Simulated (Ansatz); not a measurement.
Species: BP2H4, charge 0, doublet. BP2H4 (SMILES [PH]BP, doublet).
B3LYP-D3(BJ)/def2-TZVP minimum from Ansatz (a quantum-chemistry and plane-wave program):
```
B
H 1 1.1898
P 1 1.8695 2 117.24
H 3 1.4091 1 106.14 2 150.95
H 3 1.4103 4 100.17 1 110.26
P 1 1.8768 2 120.73 3 -178.35
H 6 1.4249 1 97.66 2 157.20
```
Charge 0, spin multiplicity 2.

Quantity: atomisation energy (electronic, to ground-state atoms), in kcal/mol. Open shells are spin-unrestricted; no spin-orbit coupling. CBS(X,Y): correlation extrapolated as X^-3, Hartree-Fock from the larger set. A bracket is a step between two methods taken in the basis named. The functionals are non-relativistic, so their misses hold any scalar relativity. '+ core + X2C': CCSD(T) terms for core correlation (cc-pwCVTZ, 1s frozen past Ne) and scalar relativity (cc-pVTZ-DK). Where a partner has so few electrons that a lower coupled-cluster level is exact, that level stands in.

CCSD(T)/CBS(cc-pV(T+d)Z,cc-pV(Q+d)Z) + [CCSDT(Q) - CCSD(T)]/cc-pV(D+d)Z + core + X2C (Ansatz) gives 466.2 kcal/mol.

Question: How far off this value is PBE/def2-TZVPD (Ansatz), in which direction, and which of these levels come nearer: B3LYP/def2-TZVPD, PBE0/def2-TZVPD, CCSD(T)/CBS(cc-pV(T+d)Z,cc-pV(Q+d)Z) + core + X2C?

Answer: PBE gives 475.7 kcal/mol, 9.5 kcal/mol above it. Differences of the others: B3LYP/def2-TZVPD (Ansatz) 4.7; PBE0/def2-TZVPD (Ansatz) 2.3; CCSD(T)/CBS(cc-pV(T+d)Z,cc-pV(Q+d)Z) + core + X2C (Ansatz) -0.9 kcal/mol. Nearer than PBE: B3LYP/def2-TZVPD, PBE0/def2-TZVPD, CCSD(T)/CBS(cc-pV(T+d)Z,cc-pV(Q+d)Z) + core + X2C.
